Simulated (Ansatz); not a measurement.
Consider the atomization: `[SH][GaH][BH][SeH]` → B• + Ga• + 4 H• + S• + Se•.

Gas-phase electronic energies from Ansatz, PBE0-D4/def2-TZVP geometries. CBS: MP2 limit from def2 TZ/QZ plus the TZ coupled-cluster correction, frozen cores. This one scheme is used for every species, atoms too. For atomizations the MP2-based limit and the directly extrapolated one differ by several kJ/mol either way, and by 10 to 25 for some Ge, Se and Sn compounds, so smaller differences from it don't rank the levels. Open shells (•) are unrestricted, without spin–orbit coupling. Spin–orbit coupling would lower the free atoms: a little for B, S; clearly for Ga, Se. For Ga, Se outer-core shells are correlated without core-valence functions, so the limit isn't a true one: a few kJ/mol of doubt a bond, and 10 to 20 or more in all where bonds break to atoms. Scalar relativity is left out up to krypton. One conformer a species, not always the lowest.

```csv
species,CCSD(T)/CBS(def2) energy (Eh)
`[SH][GaH][BH][SeH]`,-4749.66065
B•,-24.60433
Ga•,-1923.88713
H•,-0.50000
S•,-397.67955
Se•,-2400.63306
```

Question: Work out ΔE.

Answer: ΔE = 4 × (-0.50000) + (-24.60433) + (-1923.88713) + (-397.67955) + (-2400.63306) − (-4749.66065) = 0.85658 Eh = +2249.0 kJ/mol.

Largest T1 diagnostic among the species: 0.014.

The D4 term adds +34.5 kJ/mol with B3LYP and +18.1 kJ/mol with PBE0; it sums over pairs of atoms, weighted by their polarisabilities, and B3LYP, whose exchange is more repulsive, gets the larger term. From PBE to PBE0 (25 % exact exchange), in def2-TZVPP and without D4, ΔE moves by −23.8 kJ/mol: exact exchange takes away binding that semilocal exchange gives to molecules.

B3LYP here is the variant with VWN-RPA as its local correlation; programs differ in this.
